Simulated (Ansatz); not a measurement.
Born–Oppenheimer molecular dynamics of C$_{3}$H$_{11}$FSi (16 atoms, charge 0, multiplicity 1). It starts at the highest image of a converged band. Of that band: Neighbouring images differ by up to 2.2 eV, so the band resolves the path poorly. A vibrational analysis at the climbing image gives one clearly imaginary mode, 926i cm⁻¹: a first-order saddle point.

All numbers below come from RKS r2SCAN/6-31G* in Ansatz 0.2.0.

```json
{
 "ensemble": "NVE (velocity Verlet)",
 "time step": "0.5 fs",
 "steps asked": "200",
 "starting velocities drawn for": "100 K",
 "seed": "11945"
}
```

First frame:

```xyz
16
Properties=species:S:1:pos:R:3
Si 0.149 0.166 0.024
H 1.834 0.363 0.350
C 0.545 -1.689 0.163
C -0.392 0.411 -1.751
C -1.030 0.511 1.439
H 1.585 1.288 0.271
F 0.709 2.095 0.079
H 1.283 -2.009 -0.585
H 0.939 -1.953 1.153
H -0.368 -2.281 0.002
H -0.929 1.355 -1.889
H 0.486 0.433 -2.411
H -1.025 -0.422 -2.083
H -0.470 0.590 2.380
H -1.748 -0.310 1.557
H -1.569 1.453 1.300
```

Task: How far do the bonds stretch over the last three quarters of this one trajectory? (Pairs bonded in most of those frames.)

Result: 
```
  bond  mean (Å)  spread (Å)  shortest  longest
Si1–C3     1.903       0.070      1.78     1.99
Si1–C4     1.883       0.032      1.84     1.95
Si1–C5     1.882       0.032      1.83     1.94
Si1–F7     1.665       0.110      1.49     1.83
 H2–H6     0.743       0.015      0.72     0.77
 C3–H8     1.098       0.004      1.09     1.11
 C3–H9     1.098       0.006      1.08     1.11
C3–H10     1.101       0.006      1.09     1.12
C4–H11     1.098       0.020      1.07     1.13
C4–H12     1.099       0.017      1.06     1.13
C4–H13     1.100       0.022      1.06     1.13
C5–H14     1.099       0.006      1.09     1.11
C5–H15     1.098       0.008      1.08     1.11
C5–H16     1.096       0.006      1.09     1.11
```

Mean temperature of the second half: 1113 K. The conserved energy stayed within 0.078 meV per atom of its start (net change 0.013 meV per atom), so the integration is sound. The kinetic energy rose, since the run started high on the potential surface and went downhill. It ends in pieces (C3H9FSi + H2), so much of that is their flight and rotation, not heat. A run of 0.1 ps of so small a system gives no equilibrium averages. The orbitals stay closed-shell, which can raise the energy where a bond breaks towards radicals; this wasn't checked here.

Run time: 4.9 min on 2 threads of AMD EPYC 9R45 96-Core Processor (Zen 5) (shared host), peak memory 0.21 GiB.
